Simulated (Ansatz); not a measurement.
Basis sets compared for TTF, `C1=CSC(=C2SC=CS2)S1`. The state is a singlet with charge 0. Geometry PBE0-D4/def2-SVP. Ansatz on 4 threads of Arm Neoverse V2 on a shared host; times are rough, and most runs start from earlier orbitals.

```xyz
14

C    -1.4897   -1.0969    2.6652
C    -1.4858    0.2261    2.8753
S    -0.7556    1.2444    1.6610
C    -0.3123   -0.0929    0.5918
C     0.3199    0.0925   -0.5878
S     0.7726    1.6925   -1.1903
C     1.4864    1.0972   -2.6670
C     1.4825   -0.2259   -2.8769
S     0.7638   -1.2450   -1.6565
S    -0.7644   -1.6931    1.1944
H    -1.9151   -1.8309    3.3510
H    -1.9075    0.7140    3.7552
H     1.9064    1.8315   -3.3557
H     1.8987   -0.7134   -3.7596
```

Binding counts from free atoms (C triplet, S triplet, H doublet) in the same basis, without a counterpoise term.

```tsv
level	functions	energy (Eh)	HOMO (eV)	LUMO (eV)	binding per atom (eV)	wall time
PBE-D4/def2-SVP	176	-1822.1522	-3.74	-1.57	4.76	2.4 s
PBE-D4/def2-TZVP	358	-1822.9658	-3.88	-1.91	4.74	5.5 s
PBE0-D4/def2-SVP	176	-1822.2866	-4.71	-0.65	4.61	3.4 s
PBE0-D4/def2-TZVP (with forces)	358	-1823.0951	-4.77	-0.95	4.59	19 s
```

Q: Estimate the rows for PBE-D4/def2-TZVPD, PBE0-D4/def2-TZVPD.

A: 
```csv
level,functions,energy (Eh),HOMO (eV),LUMO (eV),binding per atom (eV),wall time
PBE-D4/def2-TZVPD,442,-1822.9693,-3.96,-1.99,4.74,12 s
PBE0-D4/def2-TZVPD,442,-1823.0978,-4.82,-1.04,4.60,22 s
```
